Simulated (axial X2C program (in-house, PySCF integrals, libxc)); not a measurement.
# RbH: from Re and ωe to a spectrum

A bond curve at the CCSD(T) level, two-component, was computed with an in-house all-electron X2C program for linear molecules (integrals from PySCF) (basis Rb dyall-cv3z [12s13p8d4f1g], H dyall-v3z [6s2p1d] (cores contracted in-house)) for the state Ω = 0 (closed shell). Its fit gives Re = 2.3698 Å, ωe = 944.4 cm⁻¹, ωexe = 14 cm⁻¹ and αe = 6.970e-02 cm⁻¹; the masses are 84.9118 and 1.0078 u. Two-component means X2C with spin–orbit coupling and atomic mean-field Coulomb and Gaunt terms.

Correlated methods: 10 electrons correlated (number of frozen shells: Rb 3 s, 2 p, 1 d; H none), 194 virtual spin orbitals or spinors in MP2, 90 natural virtuals in coupled cluster.

Q: Find the reduced mass, Be and the force constant.

A: From the CCSD(T) values: μ = 0.9960 u. Be = 16.8576/(μ Re²) = 3.014 cm⁻¹. k = 5.8918×10⁻⁷ μ ωe² = 0.523 mdyn/Å.

Q: A Morse curve ties αe to the other constants (Pekeris). How well does that hold?

A: αe(Morse) = 6Be²/ωe × (√(ωexe/Be) − 1) = 6.667e-02 cm⁻¹; the CCSD(T) curve gives 6.970e-02 cm⁻¹, a ratio of 0.96.

Q: Scale the constants to the deuteride (D 2.0141 u) within the Born–Oppenheimer picture.

A: ρ = √(μH/μD) = 0.7115; ωe = 671.9, ωexe = 7.09, Be = 1.526 cm⁻¹; the zero-point energy falls by 135 cm⁻¹.

Q: Where do the fundamental and the first overtone lie?

A: ν(1←0) = ωe − 2ωexe = 916.4 cm⁻¹; ν(2←0) = 2ωe − 6ωexe = 1804.8 cm⁻¹.

Q: Estimate De from a Morse curve and compare with the computed well depth of 1.722 eV to Rb + H.

A: De(Morse) = ωe²/(4ωexe) = 1.975 eV against 1.722 eV computed, a ratio of 1.15. For De the Morse form works well here.

The state is one determinant whose occupation by symmetry is held fixed; it was picked as the lowest of a PBE0 search that is not exhaustive. Dissociation energies refer to the lowest single-determinant-based atoms at the same level and basis. CCSD and (T) use frozen natural virtuals with an MP2 correction for the truncation; (T) itself is uncorrected, so its De runs slightly low.
